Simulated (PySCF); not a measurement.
# Structure from 2D NMR

Compound of formula C₅H₁₀OSi. Correlations simulated from computed shifts and the bond graph:

HSQC (one-bond C–H):
```tsv
δH	δC
6.17	150.4
5.36	108.7
3.60	55.2
1.43	8.3
0.97	3.8
0.65	3.8
```

COSY cross peaks (H two or three bonds apart, from the bond graph; peaks can be absent where the dihedral angle is near 90°):
```tsv
δH	δH
6.17	5.36
5.36	1.43
2.99	2.27
2.99	1.43
2.99	0.97
2.99	0.65
2.27	1.43
2.27	0.97
2.27	0.65
1.43	0.97
1.43	0.65
0.97	0.65
```

HMBC (two and three bonds, from the bond graph):
```tsv
δH	δC
6.17	108.7, 55.2, 8.3
5.36	150.4, 8.3, 3.8
3.60	150.4
2.99	108.7, 8.3, 3.8
2.27	108.7, 8.3, 3.8
1.43	150.4, 108.7, 3.8
0.97	108.7, 8.3
0.65	108.7, 8.3
```

Theoretical values (PySCF 2.14.0 with density-fitted response routines): PBE0/pcSseg-1 with gauge-including orbitals, structure optimised with GFN2-xTB. A single conformation, non-relativistic Hamiltonian, no solvent model, equivalent nuclei averaged.

References, each an isolated molecule treated in the same way: 1H (σ = 31.72 ppm), 13C (σ = 186.93 ppm) against TMS.

Exchangeable hydrogens are left out of these lists.

Which molecule is this?

## Answers

SMILES O(C)/C=C/[C@@H]1C[SiH2]1.

Atoms are numbered as in `[CH3:1][O:2]/[CH:3]=[CH:4]/[C@@H:5]1[CH2:6][SiH2:7]1`. Hydrogens are named by the atom that carries them. Ha(C6), Ha(Si7) are cis to C4 on the ring; Hb(C6), Hb(Si7) are trans to C4 on the ring.

δC 150.4 is C3, an alkene carbon bearing oxygen (δH 6.17). δC 108.7 is C4, a β carbon of an enol-ether or enamine type C=C (δH 5.36). δC 55.2 is C1, a methyl carbon bonded to O (δH 3.60). δC 8.3 is C5, a three-membered-ring carbon (δH 1.43). δC 3.8 is C6, a three-membered-ring carbon (δH 0.65, 0.97). COSY links 6.17–5.36, 5.36–1.43, 2.99–2.27, 2.99–1.43, 2.99–0.97, 2.99–0.65.

The data come from this structure; uniqueness wasn't tested.

Shifts are as computed. Against solution values, carbons near 30 ppm lie about +3 ppm off and those near 130 ppm about +5 ppm. Of 1309 compounds with measured shifts, 239 miss one by over three times the rms of a fit or turn the order of signals round; such compounds aren't used in these exercises.
